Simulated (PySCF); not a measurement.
Compound: C₁₀H₁₀N (charge +1).
Cartesian coordinates in Å at the GFN2-xTB level; atoms count from 1:
```xyz
21
C10H10N angstrom
C     -2.3495   -1.0495    0.0448
N     -1.3693    0.0152    0.0595
C     -1.7815    1.2723    0.1451
C     -0.9013    2.3461    0.1652
C      0.4502    2.1035    0.0930
C      0.9151    0.7795    0.0013
C      2.2926    0.4772   -0.0748
C      2.7169   -0.8198   -0.1609
C      1.7798   -1.8634   -0.1757
C      0.4322   -1.6102   -0.1052
C     -0.0333   -0.2874   -0.0151
H     -3.3516   -0.6320    0.1122
H     -2.2737   -1.6228   -0.8798
H     -2.1952   -1.7188    0.8919
H     -2.8472    1.4402    0.1998
H     -1.2923    3.3476    0.2371
H      1.1611    2.9157    0.1066
H      2.9993    1.2921   -0.0630
H      3.7694   -1.0480   -0.2181
H      2.1256   -2.8830   -0.2436
H     -0.2564   -2.4378   -0.1207
```

Computed at PBE0/pcSseg-1 (PySCF, non-relativistic), with Q(14N) = 0.02044 b: N2, 14N (I = 1): χzz = -1.494 MHz, η = 0.162.

Problem. Find the zero-field quadrupole resonance frequencies of 14N at N2.

Solution. From ν± = (3/4)|χ|(1 ± η/3) and ν0 = |χ|η/2: ν+ 1.181 MHz, ν− 1.060 MHz, ν0 0.121 MHz (pyridinium-type nitrogen).

In a crystal, neighbours and librations shift these lines. Geometry: GFN2-xTB; no solvent, vibrations or thermal averaging. GFN2-xTB bond lengths can be off by several hundredths of an ångström, more for odd bonds, and the gradients follow them. With a basis this small, the couplings can be 20 % off.
